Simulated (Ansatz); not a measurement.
Molecule: 3,3,3-trifluoroprop-1-ene, C$_{3}$H$_{3}$F$_{3}$, charge 0, multiplicity 1. 
Coordinates optimised at B3LYP-D3(BJ)/def2-TZVP (Ansatz, a first-principles code):
```
C
C 1 1.3220
H 2 1.0815 1 120.86
H 2 1.0816 3 117.53 1 -180.00
H 1 1.0828 2 122.61 3 0.00
C 1 1.4944 5 113.90 2 -180.00
F 6 1.3446 1 113.25 5 -180.00
F 6 1.3522 7 107.28 1 122.91
F 6 1.3522 7 107.28 8 114.18
```

Wanted: atomisation energy (electronic, to ground-state atoms), in eV. Valence correlation only, unless marked. UHF or UKS for open shells. Spin-orbit coupling is left out. Non-relativistic. The coupled-cluster limit lacks core correlation, which all-electron functionals hold. CBS marks a two-point X^-3 extrapolation of the correlation energy; Hartree-Fock from the larger set.

```
level                                        program  atomisation energy (eV)
------------------------------------  --------------  -----------------------
SVWN5/def2-TZVPD                              Ansatz                    46.48
PBE-D3(BJ)/def2-TZVPD                 Ansatz + dftd3                    40.71
PBE-D4/def2-TZVPD                     Ansatz + dftd4                    40.71
B3LYP-D3(BJ)/def2-TZVPD               Ansatz + dftd3                    39.00
PBE0/6-31G*                                   Ansatz                    39.69
PBE0-D4/def2-TZVPD                    Ansatz + dftd4                    39.46
BHLYP/def2-TZVPD                              Ansatz                        ?
r2SCANh-D4/def2-TZVPD                 Ansatz + dftd4                    38.99
CAM-B3LYP-D3(BJ)/def2-TZVPD           Ansatz + dftd3                        ?
LC-wPBE-D4/def2-TZVPD                 Ansatz + dftd4                    39.53
wB97M-V/def2-TZVPD                            Ansatz                    39.27
B2GP-PLYP/def2-TZVPD                          Ansatz                        ?
SCS-MP2/6-31G*                                Ansatz                    36.93
CCSD/cc-pVQZ                                  Ansatz                        ?
CCSD(T)/CBS(aug-cc-pVTZ,aug-cc-pVQZ)          Ansatz                    39.19
```

Task: Some entries are withheld; supply them.

Result: 
- BHLYP/def2-TZVPD, atomisation energy (eV): 37.11
- CAM-B3LYP-D3(BJ)/def2-TZVPD, atomisation energy (eV): 39.36
- B2GP-PLYP/def2-TZVPD, atomisation energy (eV): 38.63
- CCSD/cc-pVQZ, atomisation energy (eV): 37.90
